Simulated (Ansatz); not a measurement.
Start from `CC1=CC(C)=[O+][Al-]([CH3])([F])[O]1` and change one atom or group to get `CC1=CC(C)=[O+][B-](O)(Cl)O1`.

Ansatz, PBE0-D4/def2-TZVP geometries, multiplicity 1. Each molecule was computed in one conformer, which needn't be the lowest.

```csv
property,`CC1=CC(C)=[O+][Al-]([CH3])([F])[O]1`
LUMO energy (PBE/def2-TZVPP) / eV,-2.94
HOMO energy (PBE/def2-TZVPP) / eV,-6.35
HOMO–LUMO gap (ωB97M-V/def2-TZVPP) / eV,9.67
size of the dipole moment (PBE/def2-TZVPP) / D,5.32
LUMO energy (ωB97M-V/def2-TZVPP) / eV,0.01
HOMO energy (PBE0/def2-TZVPP) / eV,-7.51
```

(1) Give the same properties after the change, and the shifts. (Estimate.)

Answers

(1) Ansatz gave: 
```
                                      property  `CC1=CC(C)=[O+][B-](O)(Cl)O1`  shift
             LUMO energy (PBE/def2-TZVPP) / eV                          -3.14  -0.20
             HOMO energy (PBE/def2-TZVPP) / eV                          -6.42  -0.07
       HOMO–LUMO gap (ωB97M-V/def2-TZVPP) / eV                           9.72   0.05
size of the dipole moment (PBE/def2-TZVPP) / D                           6.85   1.53
         LUMO energy (ωB97M-V/def2-TZVPP) / eV                          -0.19  -0.20
            HOMO energy (PBE0/def2-TZVPP) / eV                          -7.75  -0.24
```

Dipoles are sizes alone; their direction can turn.

Positive LUMOs are unbound, so they and the gaps depend on the basis.
